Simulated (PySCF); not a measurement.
# Trend along the alkali metals: MC molecules

HF with double-zeta basis sets in PySCF, for the lowest determinant that a PBE0 search found; no spin–orbit coupling. De refers to high-spin ground-configuration atoms. A positive dipole means M(−)C(+).

```json
{"M": "Li", "basis": "jorge-DZP-DKH", "reference": "UHF", "state (unpaired electrons)": "quartet (σ ↑, π ↑↑)", "Re (Å)": "1.925", "ωe (cm⁻¹)": "684", "De (eV)": "1.81", "μ (D)": "-6.82"}
{"M": "Na", "basis": "cc-pVDZ", "reference": "UHF", "state (unpaired electrons)": "quartet (σ ↑, π ↑↑)", "Re (Å)": "2.247", "ωe (cm⁻¹)": "454", "De (eV)": "1.22", "μ (D)": "-8.41"}
{"M": "K", "basis": "def2-SVP", "reference": "UHF", "state (unpaired electrons)": "quartet (σ ↑, π ↑↑)", "Re (Å)": "2.601", "ωe (cm⁻¹)": "374", "De (eV)": "1.43", "μ (D)": "-10.15"}
{"M": "Rb", "basis": "def2-SVPD", "reference": "UHF", "state (unpaired electrons)": "quartet (σ ↑, π ↑↑)", "Re (Å)": "2.755", "ωe (cm⁻¹)": "330", "De (eV)": "1.41", "μ (D)": "-10.69"}
{"M": "Cs", "basis": "def2-SVPD", "reference": "UHF", "state (unpaired electrons)": "quartet (σ ↑, π ↑↑)", "Re (Å)": "2.904", "ωe (cm⁻¹)": "306", "De (eV)": "1.50", "μ (D)": "-10.82"}
```

The shortest bond is that of LiC (1.925 Å), the longest that of CsC (2.904 Å). LiC is bound most strongly (1.81 eV) and NaC least (1.22 eV).

The rows differ in basis set, which adds steps of its own.

Down a group the atoms grow and get heavier, so bonds lengthen and wavenumbers fall; this series shows no clear exception.

These are scalar-relativistic numbers at best; spin–orbit coupling would shift them, the dissociation energy most. Hartree–Fock leaves out correlation, which carries a large part of most bond energies and some tenths to 1 eV of ionisation energies. States were picked by a PBE0 search and need not be the measured ground states.
